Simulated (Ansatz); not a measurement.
Ansatz (a first-principles code) input (RI-MP2/def2-TZVPP):
A basis named .json is the Basis Set Exchange file of that set.

Ansatz 0.2 input:
```yaml
crystal:
  periodic: [false, false, false]
  atoms:
    - {symbol: Ta, position_ang: [0.05661744, 0.12723020, 0.10502001]}
    - {symbol: O, position_ang: [1.31724665, -0.78285220, -0.97746607]}
    - {symbol: O, position_ang: [-0.70968001, -1.14146538, 1.05166593]}
    - {symbol: O, position_ang: [-1.12420080, 0.76334200, -1.03250748]}
basis:
  gaussian:
    orbitals: def2-TZVPP
    fitting: {mean_field: def2-universal-jkfit, correlation: def2-TZVPP-RIFIT.json}
magnetization: {spin_polarized: true, initial_magnetization: 1}
correlation: {method: mp2, electrons: outside_noble_gas}
```

End of the output:

```
integrals: 0.09 GiB planned
458 factors; integrals over basis functions are off by at most 8.8e-1 eV
412 factors; integrals over basis functions are off by at most 5.0e0 eV
mean field: 0.37 GiB planned
mean field evaluation 1: about -7636.6134 eV, gradient 5.4e1 eV
mean field evaluation 2: about -7626.0158 eV, gradient 8.1e1 eV
mean field evaluation 4: about -7649.0650 eV, gradient 3.4e0 eV
mean field evaluation 8: about -7649.1923 eV, gradient 2.1e-1 eV
mean field evaluation 16: about -7648.7800 eV, gradient 9.7e-1 eV
mean field evaluation 32: about -7647.3764 eV, gradient 6.8e0 eV
mean field evaluation 64: about -7649.1950 eV, gradient 1.2e-1 eV
mean field evaluation 96: about -7647.6082 eV, gradient 4.3e0 eV
mean field evaluation 128: about -7646.8892 eV, gradient 8.1e0 eV
mean field evaluation 160: about -7648.3116 eV, gradient 1.8e-1 eV
mean field evaluation 192: about -7649.1951 eV, gradient 7.5e-5 eV
mean field -7649.19511682 eV, -281.1027357325 hartree, gradient 7.5e-6 eV, S^2 0.783317; 17 other end points of the search recorded, 0 dependent functions left out
7 core orbitals not correlated
reference -7649.19511682 eV, -281.1027357325 hartree; 12, 11 occupied and 130, 131 virtual orbitals, 412 factors
second order -23.72358752 eV of doubles, -0.00000000 eV of singles
Total energy: -7672.91870434 eV, -281.9745614933 hartree
```

The spin state was set by rule; other spins were not relaxed.
